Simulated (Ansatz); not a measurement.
Problem. Name a neutral molecule of F, N, Si and H with HOMO energy (PBE0/def2-TZVPP) between -8.70 and -8.40 eV and HOMO–LUMO gap (PBE/def2-TZVPP) between 6.40 and 6.70 eV (Ansatz, PBE0-D4/def2-TZVP geometry).

Solution. `N[Si](F)(F)F` (-8.65 eV, 6.67 eV). Other molecules can fit too; these were computed, each in one conformer that needn't be the lowest.
